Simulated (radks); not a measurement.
Effect of the nuclear size on the rhodium ion Rh3+, [Kr] 4d6. Method: Dirac Kohn-Sham, BLYP, spin-unpolarised, spherical densities, finite nucleus; open shells are shared between the two j in proportion to 2j + 1; Fermi nuclear charge, rms radius 4.4945 fm; computed with a radial shooting solver on a logarithmic mesh with Libxc functionals. The rms radius is varied about that value; shifts are against it.

| rms radius (fm) | total energy shift (eV) | density at nucleus (e/bohr^3) | 1s1/2 shift (meV) | 2s1/2 shift (meV) | 4s1/2 shift (meV) | 4p1/2 shift (meV) | 5s1/2 (empty) shift (meV) |
|---|---|---|---|---|---|---|---|
| 3.8563 | -0.581 | 1.234e+05 | -245 | -26.9 | -0.909 | 0.048 | -0.140 |
| 4.2833 | -0.201 | 1.218e+05 | -84.8 | -9.32 | -0.314 | 0.017 | -0.049 |
| 4.4945 | 0 | 1.21e+05 | 0.000 | 0.000 | 0.000 | 0.000 | 0.000 |
| 4.8271 | 0.334 | 1.2e+05 | 141 | 15.5 | 0.522 | -0.028 | 0.081 |
| 5.5777 | 1.16 | 1.178e+05 | 490 | 53.9 | 1.82 | -0.097 | 0.281 |

Slopes of the eigenvalues against <r^2> in GHz/fm^2, as finite differences over the two radii next to the reference (eigenvalue slopes, not the field-shift constants of lines): 1s1/2 11000, 2s1/2 1210, 4s1/2 40.8, 4p1/2 -2.17, 5s1/2 (empty) 6.30.
